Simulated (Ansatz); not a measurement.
**Molecular dynamics of C3H9BSi**

Input:

```yaml
crystal:
  periodic: [false, false, false]
  atoms:
    - { symbol: B, position_ang: [-0.60672, 0.309585, 1.913994] }
    - { symbol: C, position_ang: [-0.634717, 1.353453, 0.795161] }
    - { symbol: Si, position_ang: [0.661446, 0.394676, -0.216055] }
    - { symbol: C, position_ang: [0.399309, -1.388653, -0.645259] }
    - { symbol: C, position_ang: [0.18503, -0.389544, -1.817712] }
    - { symbol: H, position_ang: [-1.357568, -0.590184, 1.911237] }
    - { symbol: H, position_ang: [0.223045, 0.357102, 2.742208] }
    - { symbol: H, position_ang: [-1.556407, 1.446448, 0.210799] }
    - { symbol: H, position_ang: [-0.206678, 2.338021, 1.015371] }
    - { symbol: H, position_ang: [2.028538, 0.824107, -0.042798] }
    - { symbol: H, position_ang: [1.267212, -2.047837, -0.730587] }
    - { symbol: H, position_ang: [-0.494086, -1.913055, -0.298586] }
    - { symbol: H, position_ang: [-0.841001, -0.294164, -2.182361] }
    - { symbol: H, position_ang: [0.919596, -0.429156, -2.626711] }
magnetization:
  spin_polarized: true
basis:
  gaussian: { orbitals: STO-3G }
hamiltonian:
  xc: r2scan
md:
  timestep: 0.25
  n_steps: 149
  ensemble: nve
  temperature: 1500.0
  initial_velocities: maxwell_boltzmann
  seed: 758687
```

Command:

```bash
$ ansatz run input.yaml --threads 1 --pin off --max-ram 2048MiB --backend cpu --events-out ev --progress --plain --runs-dir out
```

It starts from a relaxed structure.

Output, in part (one step line in 5, the closing report, with atoms numbered from 0):

```
md step     0: t =     0.00 fs  T =  1500.0 K  F+E_penalty+E_count = -11669.66637793 eV  E_kin = 2.326680 eV  conserved = -11667.33969795 eV  (25 SCF iters)
md step     5: t =     1.25 fs  T =  1328.2 K  F+E_penalty+E_count = -11669.39861399 eV  E_kin = 2.060148 eV  conserved = -11667.33846611 eV  (24 SCF iters)
md step    10: t =     2.50 fs  T =  1064.4 K  F+E_penalty+E_count = -11668.98833912 eV  E_kin = 1.650940 eV  conserved = -11667.33739917 eV  (23 SCF iters)
md step    15: t =     3.75 fs  T =   927.0 K  F+E_penalty+E_count = -11668.77630577 eV  E_kin = 1.437880 eV  conserved = -11667.33842596 eV  (23 SCF iters)
md step    20: t =     5.00 fs  T =   734.6 K  F+E_penalty+E_count = -11668.47792347 eV  E_kin = 1.139520 eV  conserved = -11667.33840392 eV  (27 SCF iters)
md step    25: t =     6.25 fs  T =   476.3 K  F+E_penalty+E_count = -11668.07629202 eV  E_kin = 0.738815 eV  conserved = -11667.33747698 eV  (24 SCF iters)
md step    30: t =     7.50 fs  T =   352.1 K  F+E_penalty+E_count = -11667.88335448 eV  E_kin = 0.546116 eV  conserved = -11667.33723871 eV  (25 SCF iters)
md step    35: t =     8.75 fs  T =   418.7 K  F+E_penalty+E_count = -11667.98738363 eV  E_kin = 0.649381 eV  conserved = -11667.33800249 eV  (25 SCF iters)
md step    40: t =    10.00 fs  T =   514.7 K  F+E_penalty+E_count = -11668.13676600 eV  E_kin = 0.798313 eV  conserved = -11667.33845313 eV  (25 SCF iters)
md step    45: t =    11.25 fs  T =   560.4 K  F+E_penalty+E_count = -11668.20686960 eV  E_kin = 0.869253 eV  conserved = -11667.33761683 eV  (24 SCF iters)
md step    50: t =    12.50 fs  T =   713.5 K  F+E_penalty+E_count = -11668.44465700 eV  E_kin = 1.106784 eV  conserved = -11667.33787256 eV  (25 SCF iters)
md step    55: t =    13.75 fs  T =   911.3 K  F+E_penalty+E_count = -11668.75253546 eV  E_kin = 1.413524 eV  conserved = -11667.33901196 eV  (24 SCF iters)
md step    60: t =    15.00 fs  T =   916.5 K  F+E_penalty+E_count = -11668.76019171 eV  E_kin = 1.421589 eV  conserved = -11667.33860264 eV  (24 SCF iters)
md step    65: t =    16.25 fs  T =   803.8 K  F+E_penalty+E_count = -11668.58450315 eV  E_kin = 1.246850 eV  conserved = -11667.33765312 eV  (28 SCF iters)
md step    70: t =    17.50 fs  T =   781.7 K  F+E_penalty+E_count = -11668.55026893 eV  E_kin = 1.212500 eV  conserved = -11667.33776881 eV  (24 SCF iters)
md step    75: t =    18.75 fs  T =   829.3 K  F+E_penalty+E_count = -11668.62501853 eV  E_kin = 1.286329 eV  conserved = -11667.33868958 eV  (25 SCF iters)
md step    80: t =    20.00 fs  T =   754.5 K  F+E_penalty+E_count = -11668.50895529 eV  E_kin = 1.170256 eV  conserved = -11667.33869969 eV  (24 SCF iters)
md step    85: t =    21.25 fs  T =   576.9 K  F+E_penalty+E_count = -11668.23222828 eV  E_kin = 0.894821 eV  conserved = -11667.33740693 eV  (25 SCF iters)
md step    90: t =    22.50 fs  T =   565.7 K  F+E_penalty+E_count = -11668.21500626 eV  E_kin = 0.877536 eV  conserved = -11667.33747070 eV  (23 SCF iters)
md step    95: t =    23.75 fs  T =   718.3 K  F+E_penalty+E_count = -11668.45268470 eV  E_kin = 1.114194 eV  conserved = -11667.33849044 eV  (23 SCF iters)
md step   100: t =    25.00 fs  T =   814.5 K  F+E_penalty+E_count = -11668.60188838 eV  E_kin = 1.263394 eV  conserved = -11667.33849395 eV  (25 SCF iters)
md step   105: t =    26.25 fs  T =   831.3 K  F+E_penalty+E_count = -11668.62737765 eV  E_kin = 1.289386 eV  conserved = -11667.33799158 eV  (25 SCF iters)
md step   110: t =    27.50 fs  T =   867.1 K  F+E_penalty+E_count = -11668.68298464 eV  E_kin = 1.344924 eV  conserved = -11667.33806035 eV  (24 SCF iters)
md step   115: t =    28.75 fs  T =   908.4 K  F+E_penalty+E_count = -11668.74758976 eV  E_kin = 1.409103 eV  conserved = -11667.33848651 eV  (25 SCF iters)
md step   120: t =    30.00 fs  T =   870.2 K  F+E_penalty+E_count = -11668.68819061 eV  E_kin = 1.349857 eV  conserved = -11667.33833361 eV  (26 SCF iters)
md step   125: t =    31.25 fs  T =   789.7 K  F+E_penalty+E_count = -11668.56285754 eV  E_kin = 1.224973 eV  conserved = -11667.33788409 eV  (25 SCF iters)
md step   130: t =    32.50 fs  T =   747.2 K  F+E_penalty+E_count = -11668.49730575 eV  E_kin = 1.158941 eV  conserved = -11667.33836501 eV  (25 SCF iters)
md step   135: t =    33.75 fs  T =   656.8 K  F+E_penalty+E_count = -11668.35717104 eV  E_kin = 1.018818 eV  conserved = -11667.33835343 eV  (23 SCF iters)
md step   140: t =    35.00 fs  T =   526.9 K  F+E_penalty+E_count = -11668.15488127 eV  E_kin = 0.817312 eV  conserved = -11667.33756910 eV  (25 SCF iters)
md step   145: t =    36.25 fs  T =   515.9 K  F+E_penalty+E_count = -11668.13787813 eV  E_kin = 0.800243 eV  conserved = -11667.33763534 eV  (26 SCF iters)
md step   149: t =    37.25 fs  T =   593.3 K  F+E_penalty+E_count = -11668.25844705 eV  E_kin = 0.920266 eV  conserved = -11667.33818151 eV  (27 SCF iters)
Total energy: -11668.25845499 eV, -428.8005891913 hartree
Atom 0 at    -0.604453     0.315616     1.875367 Å, force    -0.191049     3.247440    -1.382540 eV/Å
Atom 1 at    -0.544385     1.498564     0.684739 Å, force    -3.572364    -1.916253     2.128724 eV/Å
Atom 2 at     0.625952     0.321897    -0.105695 Å, force     1.147368    -0.186791    -0.725547 eV/Å
Atom 3 at     0.519535    -1.450126    -0.798905 Å, force    -0.586026     0.063043     1.244396 eV/Å
Atom 4 at     0.068054    -0.372637    -1.740193 Å, force    -0.938502     2.024766    -2.673511 eV/Å
Atom 5 at    -1.134179    -0.734419     1.868507 Å, force    -0.182314     0.305615    -0.622347 eV/Å
Atom 6 at    -0.091900     0.648198     2.859671 Å, force     0.655297    -0.313005     0.338999 eV/Å
Atom 7 at    -1.430292     1.424822    -0.005962 Å, force     0.591865     0.632101     0.862951 eV/Å
Atom 8 at    -0.253314     2.579138     0.916996 Å, force     0.045420    -2.037441    -0.312326 eV/Å
Atom 9 at     1.880821     0.981408     0.019440 Å, force     0.998246    -0.440431    -0.482869 eV/Å
Atom 10 at     1.498993    -1.876621    -0.990690 Å, force     0.262362    -0.493494    -0.012251 eV/Å
Atom 11 at    -0.278299    -2.140804    -0.471808 Å, force     0.593551     0.049246     0.079687 eV/Å
Atom 12 at    -1.050258    -0.340539    -1.994903 Å, force     1.834941    -0.069681     0.590275 eV/Å
Atom 13 at     0.690612    -0.084861    -2.640448 Å, force    -0.658795    -0.865116     0.966358 eV/Å
Dipole moment:     0.144517    -0.063042    -0.337872 e Å
```

The run went to its last step. The conserved energy stayed within 0.18 meV per atom of its start (net change 0.11 meV per atom), so the integration is sound. A run of 0.037 ps of so small a system gives no equilibrium averages. Limits of this set-up: minimal basis.

The same pairs are bonded in the first frame and the last. Pairs count as bonded within 1.25 times the sum of covalent radii (0.12 Å more for H–H).

Last frame:

```xyz
14
Properties=species:S:1:pos:R:3
B -0.605 0.316 1.875
C -0.544 1.499 0.685
Si 0.626 0.322 -0.106
C 0.519 -1.450 -0.799
C 0.068 -0.373 -1.740
H -1.134 -0.734 1.869
H -0.092 0.648 2.860
H -1.430 1.425 -0.006
H -0.253 2.579 0.917
H 1.881 0.981 0.019
H 1.499 -1.877 -0.991
H -0.278 -2.141 -0.472
H -1.050 -0.341 -1.995
H 0.691 -0.085 -2.640
```

Time of the run: 8 min on 1 thread of Intel(R) Xeon(R) 6975P-C (Granite Rapids), with other jobs on the host, peak memory 0.2 GiB.
